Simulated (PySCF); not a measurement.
Ta(Cl)4(SH) (Cl4HSTa), SMILES [SH][Ta]([Cl])([Cl])([Cl])[Cl], multiplicity 1.

The structure is a stationary point at PBE0-D3(BJ)/def2-SVP. The multiplicity is an assumed one; no other spin state was optimised. The structure was generated by enumeration; whether it is a known compound was not checked. The def2 effective core potentials stand for the cores of Ta; spin–orbit coupling is left out. Other conformers were not sampled.

Two levels are set side by side: TDA-PBE/def2-SVPD (PySCF) and TDA-ωB97X/def2-SVPD (PySCF). Vertical, same geometry. The lowest singlet is HOMO→LUMO 100 % with PBE and HOMO→LUMO 99 % with the other functional; states are paired by order. Differences are taken from unrounded values.

```csv
quantity,TDA-ωB97X,TDA-PBE,TDA-PBE minus TDA-ωB97X
lowest singlet excitation (eV),3.57,2.71,-0.85
lowest triplet excitation (TDA) (eV),3.49,2.63,-0.86
```

A lower first singlet is the usual sign of a functional without exact exchange. Differences between two approximate levels are no errors against the true value.

Rough cost on one machine, each run with all the roots and properties that it gave: TDA-ωB97X against TDA-PBE about 6 times.
